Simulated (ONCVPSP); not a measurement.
## An all-electron radial function and its pseudo partner (P (Z = 15))

Columns: radius, all-electron u(r) and pseudo u(r) of the 3s shell (level -18.37 eV) of phosphorus in the configuration [Ne] 3s2 3p2.5; PBEsol, scalar-relativistic, ONCV scheme, ONCVPSP 4.0.1.

```
r (bohr)  all-electron  pseudo
   0.068        0.1913  0.0101
   0.135        0.0109  0.0214
   0.202       -0.1947  0.0354
   0.270       -0.3310  0.0541
   0.338       -0.3818  0.0785
   0.405       -0.3632  0.1087
   0.473       -0.2951  0.1456
   0.540       -0.1976  0.1877
   0.608       -0.0826  0.2356
   0.675        0.0364  0.2876
   0.742        0.1537  0.3434
   0.810        0.2661  0.4024
   0.878        0.3690  0.4616
   0.945        0.4593  0.5183
   1.013        0.5392  0.5727
   1.080        0.6064  0.6226
   1.148        0.6632  0.6692
   1.215        0.7085  0.7099
   1.283        0.7444  0.7445
   1.350        0.7705  0.7705
   1.418        0.7885  0.7885
   1.485        0.7988  0.7988
   1.553        0.8026  0.8026
   1.620        0.8006  0.8006
   1.688        0.7937  0.7937
   1.755        0.7827  0.7827
```

Problem. How many radial nodes do the two functions have?

Solution. The all-electron 3s function has n − l − 1 = 2; the pseudo-wave has 0, since the states of the same l below it are removed with the core.

Problem. At about which radius was the pseudo-wave matched?

Solution. 1.35 bohr. The columns agree to 0.0005 from 1.28 bohr on; several derivatives are matched, so the curves merge somewhat inside the radius.

Problem. Is the pseudo-wave norm-conserving?

Solution. Yes: the ONCV scheme keeps the norm inside the radius equal to the all-electron one, which fixes the energy derivative of the logarithmic derivative at the level.
